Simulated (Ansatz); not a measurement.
**Nudged elastic band run: FH2NSeSi**

input.yaml

```yaml
crystal:
  periodic: [false, false, false]
  atoms:
    - { symbol: "N", position_ang: [1.504261, 0.277373, -0.52505] }
    - { symbol: Si, position_ang: [0.304837, -0.438782, 0.236217] }
    - { symbol: F, position_ang: [0.622818, -1.766812, 1.085371] }
    - { symbol: Se, position_ang: [-1.897622, -0.210756, 0.566003] }
    - { symbol: H, position_ang: [1.386603, 1.127483, -1.087524] }
    - { symbol: H, position_ang: [-1.920907, 1.011495, -0.275018] }
basis:
  gaussian: { orbitals: def2-SVP }
hamiltonian:
  xc: lda
neb:
  order_check: false
  images: 5
  f_tol: 0.05
  max_iterations: 60
  initial_path: idpp
  final_atoms:
    - { symbol: "N", position_ang: [0.96650168, 0.69089541, -0.69221497] }
    - { symbol: Si, position_ang: [0.23298784, -0.3861798, 0.21581947] }
    - { symbol: F, position_ang: [0.7470921, -1.69752332, 1.00974302] }
    - { symbol: Se, position_ang: [-1.94466599, -0.262697, 0.61253571] }
    - { symbol: H, position_ang: [1.96761615, 0.69516261, -0.9168803] }
    - { symbol: H, position_ang: [-1.96954178, 0.9603431, -0.22900393] }
```

Launched with:

```bash
$ ansatz run input.yaml --threads 1 --pin off --max-ram 2048MiB --backend cpu --events-out ev --progress --plain --runs-dir out
```

Output, in part (warnings, iteration lines, the closing report on the highest movable image, with atoms numbered from 0):

```
NEB end point (image 0): max|allowed force component| = 1.187e-2 eV/Å (the criterion of neb.relax_end_points is 1.000e-2)
NEB end point (image 6): max|allowed force component| = 9.499e-3 eV/Å (the criterion of neb.relax_end_points is 1.000e-2)
NEB iter   1: max|band force component| = 8.955e-1 eV/Å  barrier→ = 0.1464 eV  barrier← = 0.1849 eV  Δτ_max = 0.0522 Å  (198 SCF iters)
NEB iter   2: max|band force component| = 2.959e-1 eV/Å  barrier→ = 0.1138 eV  barrier← = 0.1523 eV  CI = image 3  Δτ_max = 0.0343 Å  (146 SCF iters)
NEB iter   3: max|band force component| = 1.748e-1 eV/Å  barrier→ = 0.1082 eV  barrier← = 0.1468 eV  CI = image 3  Δτ_max = 0.0228 Å  (145 SCF iters)
NEB iter   4: max|band force component| = 1.813e-1 eV/Å  barrier→ = 0.1066 eV  barrier← = 0.1451 eV  CI = image 3  Δτ_max = 0.0115 Å  (145 SCF iters)
NEB iter   5: max|band force component| = 1.060e-1 eV/Å  barrier→ = 0.1064 eV  barrier← = 0.1449 eV  CI = image 3  Δτ_max = 0.0065 Å  (148 SCF iters)
NEB iter   6: max|band force component| = 2.372e-2 eV/Å  barrier→ = 0.1064 eV  barrier← = 0.1449 eV  CI = image 3  Δτ_max = 0.0000 Å  (281 SCF iters)
Total energy: -77300.08662527 eV, -2840.7257875981 hartree
Atom 0 at     1.198972     0.492709    -0.605998 Å, force    -0.005135     0.007935    -0.004137 eV/Å
Atom 1 at     0.275765    -0.417722     0.230249 Å, force     0.002168    -0.004727    -0.007442 eV/Å
Atom 2 at     0.722101    -1.738125     1.042064 Å, force     0.000994     0.000277     0.004012 eV/Å
Atom 3 at    -1.906406    -0.346015     0.661950 Å, force    -0.001838    -0.000132     0.002380 eV/Å
Atom 4 at     1.746330     1.127568    -1.167833 Å, force     0.004130    -0.004134     0.004725 eV/Å
Atom 5 at    -2.036771     0.881585    -0.160432 Å, force    -0.000320     0.000782     0.000462 eV/Å
Dipole moment:    -0.247315     0.270083    -0.131432 e Å
```

The forces met the threshold. A vibrational analysis at the climbing image gives one clearly imaginary mode, 362i cm⁻¹: a first-order saddle point.

Final band (atoms are numbered from 1 in the order of the input):

```json
{"image": "0", "path coordinate (Å)": "0.00", "energy (eV)": "0.000", "angle H5–N1–Si2 (°)": "123"}
{"image": "1", "path coordinate (Å)": "0.21", "energy (eV)": "0.015", "angle H5–N1–Si2 (°)": "134"}
{"image": "2", "path coordinate (Å)": "0.41", "energy (eV)": "0.072", "angle H5–N1–Si2 (°)": "154"}
{"image": "3", "path coordinate (Å)": "0.62", "energy (eV)": "0.106", "angle H5–N1–Si2 (°)": "176"}
{"image": "4", "path coordinate (Å)": "0.83", "energy (eV)": "0.064", "angle H5–N1–Si2 (°)": "161"}
{"image": "5", "path coordinate (Å)": "1.04", "energy (eV)": "-0.009", "angle H5–N1–Si2 (°)": "140"}
{"image": "6", "path coordinate (Å)": "1.25", "energy (eV)": "-0.039", "angle H5–N1–Si2 (°)": "125"}
```

Run time: 30 s on 1 thread of Intel(R) Xeon(R) 6975P-C (Granite Rapids), on a shared host, peak memory 0.13 GiB.
